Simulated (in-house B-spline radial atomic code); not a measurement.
Levels of two electrons outside the [Ne] 3s2 3p6 core along the 20-electron series, above the ground level 3d2 J2; labels give the leading configuration and J, and a prime marks the next level of the same label. Computed with an all-electron radial atomic-structure program (B-spline basis): configuration interaction with many-body perturbation theory for the core, Breit and QED.

```tsv
ion	Z	first ionisation energy (eV)	excitation of 3d2 J2' (eV)	core correlation Breit and QED part of 3d2 J2' (eV)	excitation of 3d2 J3 (eV)	core correlation Breit and QED part of 3d2 J3 (eV)	excitation of 3d2 J1 (eV)	core correlation Breit and QED part of 3d2 J1 (eV)	excitation of 3d2 J0 (eV)	core correlation Breit and QED part of 3d2 J0 (eV)
Ho47+	67	4010.4	53.5	-1.2037	44.361	-0.78816	57.466	-0.84725	19.753	-0.09282
Er48+	68	4171.2	57.081	-1.2516	47.769	-0.84218	61.167	-0.86331	20.247	-0.055719
Tm49+	69	4335.4	60.852	-1.3014	51.369	-0.89876	65.06	-0.88005	20.741	-0.016752
Yb50+	70	4502.7	64.823	-1.3535	55.166	-0.95801	69.154	-0.89759	21.236	0.024081
Lu51+	71	4673.3	69	-1.4076	59.169	-1.0199	73.456	-0.91586	21.733	0.06681
Hf52+	72	4847.2	73.39	-1.464	63.384	-1.0846	77.972	-0.93507	22.23	0.11147
Ta53+	73	5024.3	78.002	-1.5226	67.819	-1.1521	82.711	-0.95512	22.729	0.15806
```
